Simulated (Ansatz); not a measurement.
`O[SiH](O)N[SiH2]F` + `C=C[SiH2][SiH](F)F` → `C=C[SiH2][SiH](O)O` + `F[SiH2]N[SiH](F)F`  (redistribution)

Program: Ansatz. Geometries: PBE0-D4/def2-TZVP. ΔE: electronic, gas phase. CCSD(T)/CBS adds triple-zeta CCSD(T) − MP2 to the extrapolated MP2 energy (def2 sets, frozen cores). Functionals use def2-TZVPP. B3LYP here is the variant with VWN-RPA as its local correlation; programs differ in this. Each species was taken in one conformer, which may not be the lowest.

```json
{"level": "PBE0-D4", "ΔE (kcal/mol)": "-0.2", "difference from CCSD(T)/CBS": "0.2"}
{"level": "B3LYP-D4", "ΔE (kcal/mol)": "0.1", "difference from CCSD(T)/CBS": "0.5"}
{"level": "PBE", "ΔE (kcal/mol)": "0.1", "difference from CCSD(T)/CBS": "0.5"}
{"level": "HF/def2-TZVPP", "ΔE (kcal/mol)": "-0.2", "difference from CCSD(T)/CBS": "0.2"}
{"level": "MP2/def2-TZVPP", "ΔE (kcal/mol)": "-0.7", "difference from CCSD(T)/CBS": "-0.3"}
{"level": "SCS-MP2/def2-TZVPP", "ΔE (kcal/mol)": "-0.6", "difference from CCSD(T)/CBS": "-0.2"}
{"level": "CCSD/def2-TZVPP", "ΔE (kcal/mol)": "-0.6", "difference from CCSD(T)/CBS": "-0.2"}
{"level": "CCSD(T)/def2-TZVPP", "ΔE (kcal/mol)": "-0.7", "difference from CCSD(T)/CBS": "-0.3"}
{"level": "HF/def2-QZVPP", "ΔE (kcal/mol)": "-0.1", "difference from CCSD(T)/CBS": "0.3"}
{"level": "CCSD/CBS(def2)", "ΔE (kcal/mol)": "-0.3", "difference from CCSD(T)/CBS": "0.1"}
{"level": "CCSD(T)/CBS", "ΔE (kcal/mol)": "-0.4", "difference from CCSD(T)/CBS": "0"}
```

Largest T1 diagnostic among the species: 0.013.
